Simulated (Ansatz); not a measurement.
```xyz
5

Si    0.0006   -0.0015    0.0500
H     0.8608    0.8541    0.9113
H     0.8741   -0.8772   -0.9079
H    -0.8923    0.8317   -0.8877
H    -0.8579   -0.8946    0.8995
```

Basis set: def2-TZVP (spherical functions). Left uncorrelated: 5 orbitals. Charge 0, multiplicity 1.

Computed with Ansatz (development build ahead of 0.2.0); each method stands on the lowest determinant of its kind that the runs found. Restricted open shells among the atoms or ions are ROHF, correlated in semicanonical orbitals with singles.

The atomization energy at this shape (free ground-state atoms in the same class of orbitals less the molecule, no zero-point energy) of singlet SiH₄:

```csv
method,atomization energy
RHF,11.08 eV
```

(1) What does RHF-MP2 give?

Answers

(1) 13.05 eV.
